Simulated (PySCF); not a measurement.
**Correlation energy of Mg(3+) (magnesium, charge +3)**

[He] 2s2 2p5, 2P determinant. Computed with PySCF 2.14 in def2-TZVP (5s4p3d, 32 functions), with the non-relativistic Hamiltonian (point nucleus). Frozen: [He] 2s2; 5 electrons correlated.

Total MP2 correlation energy: -73.37 mhartree.

Same-spin part -21.46 and opposite-spin part -51.90 mhartree; SCS-MP2 scales them by 1/3 and 6/5 to -69.44 mhartree.

```tsv
level	correlation energy (mhartree)
CCSD	-78.09
(T)	-0.24
CCSD(T)	-78.33
```

Diagnostics: T1 = 0.0013, D1 = 0.0020, largest double amplitude 0.014.

Q: Is a single reference adequate?

A: Yes: T1 lies below 0.03 and no double amplitude reaches 0.07.
